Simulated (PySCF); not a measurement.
C5H8OSi.
Structure used (GFN2-xTB), in Å, numbered top down from 1:
```xyz
15
C5H8OSi angstrom
Si    -2.637    0.225    0.375
O     -1.386   -0.549   -0.315
C     -0.058   -0.397   -0.244
C      0.873   -1.132   -0.881
C      2.180   -0.628   -0.524
C      2.058    0.402    0.324
C      0.610    0.657    0.590
H     -3.732   -0.535   -0.202
H     -2.562    0.135    1.836
H     -2.642    1.642    0.002
H      0.693   -1.955   -1.546
H      3.097   -1.045   -0.900
H      2.845    0.983    0.766
H      0.300    1.658    0.283
H      0.355    0.545    1.645
```

The closed-shell SCF was solved with PySCF and density fitting under several settings on one GFN2-xTB geometry (grid level 2 and gas phase unless stated).

```csv
settings,basis functions,SCF cycles,E (Eh),HOMO (eV),LUMO (eV),dipole (D)
PBE0/pcSseg-1,166,14,-559.5590,-5.80,-0.30,1.42
PBE0/def2-SVPD,211,14,-559.3303,-5.81,-0.35,1.24
"PBE/6-31++G**, energy threshold 1e-06 Eh",178,8,-559.5379,-4.71,-1.22,1.37
"revPBE/pcSseg-1, grid level 3",166,16,-559.8582,-4.70,-1.15,1.39
PBE0/ANO-RCC-VDZP,142,14,-559.5586,-5.66,-0.13,1.22
```

Problem. Estimate the rows for these settings: (1) PBE0/STO-3G, IEF-PCM methanol, damping 0.2 at the start, DIIS from the seventh cycle; (2) PBE0/MINI, fitting basis def2-universal-jkfit, energy threshold 1e-07 Eh; (3) PBE/6-31G*, level shift 0.2 Eh.

Solution. 
```
                                                                            settings  basis functions  SCF cycles     E (Eh)  HOMO (eV)  LUMO (eV)  dipole (D)
PBE0/STO-3G, IEF-PCM methanol, damping 0.2 at the start, DIIS from the seventh cycle               47          14  -552.8792      -3.14       2.86        2.84
            PBE0/MINI, fitting basis def2-universal-jkfit, energy threshold 1e-07 Eh               47           9  -555.8640      -7.71      -2.04        1.77
                                                      PBE/6-31G*, level shift 0.2 Eh              118          12  -559.5143      -4.38      -0.83        1.34
```

Problem. Over all rows, what range does the HOMO–LUMO gap span?

Solution. From 3.49 eV (PBE/6-31++G**, energy threshold 1e-06 Eh) to 6.00 eV (PBE0/STO-3G, IEF-PCM methanol, damping 0.2 at the start, DIIS from the seventh cycle). The functional of the narrowest has no exact exchange, that of the widest 25 % exact exchange.

Problem. And the dipole moment?

Solution. From 1.22 D (PBE0/ANO-RCC-VDZP) to 2.84 D (PBE0/STO-3G, IEF-PCM methanol, damping 0.2 at the start, DIIS from the seventh cycle); the largest is 2.33 times the smallest, and the median is 1.38 D.

Problem. Compare two rows with the functional PBE0: PBE0/MINI, fitting basis def2-universal-jkfit, energy threshold 1e-07 Eh and PBE0/pcSseg-1. Which energy is lower, and by how much?

Solution. PBE0/pcSseg-1 (166 functions) lies 3.6950 Eh or 2319 kcal/mol below PBE0/MINI, fitting basis def2-universal-jkfit, energy threshold 1e-07 Eh (47 functions).

Cycle counts include a coarse-grid stage where the run had one. All basis functions are spherical, in the Pople sets too. ANO-RCC sets were contracted for a scalar-relativistic Hamiltonian, but ran non-relativistically here. The structure is a single GFN2-xTB conformer; no vibrational corrections.
